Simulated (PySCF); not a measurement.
KBe⁻: one state, many levels of theory

State: ¹Σ⁺ (singlet), closed shell. Set-up: basis K aug-cc-pVDZ-X2C, Be aug-cc-pVDZ-DK; spin-free X2C with a Gaussian nucleus; PySCF 2.14. De refers to K⁻ + Be in their ground configurations, without counterpoise correction. A positive dipole points towards Be; it is taken about the centre of mass and depends on that origin.

```tsv
Level	Re (Å)	ωe (cm⁻¹)	De (eV)	μ (D)
RHF-MP2	3.692	103	n/a	n/a
RHF-SCS-MP2	3.776	88.9	0.129	n/a
RHF-CCSD	3.677	97.2	0.124	n/a
RHF-CCSD(T)	3.542	126	0.211	n/a
PBE	3.721	115	0.429	0.40
r²SCAN	3.783	112	0.373	0.98
M06-L	3.704	124	0.401	0.82
r²SCANh	3.806	109	0.336	0.92
B3LYP	3.826	100	0.278	0.31
PBE0	3.809	104	0.308	0.69
LC-ωPBE	4.218	62.2	0.098	2.04
```

The bond length runs from 3.542 Å (RHF-CCSD(T)) to 4.218 Å (LC-ωPBE). De spans 0.10 eV (LC-ωPBE, range-separated hybrid) to 0.43 eV (PBE, GGA).

Correlated steps freeze 5 core orbitals. Closed-shell solutions of metal pairs were not tested for spin polarisation, which can lower them a little. The bond is weak. Basis-set superposition, not corrected here, can be much of De in a small basis, most of all at correlated wavefunction levels. For an ion De counts to the pair picked by the measured ionisation energies or electron affinities, which need not be the lowest pair at this level. The highest Kohn–Sham level is positive in this anion. Much of that is self-interaction error, but it also means that the finite basis helps to hold the extra electron. The CCSD T1 diagnostic is raised, a sign that a single reference may not be enough here.
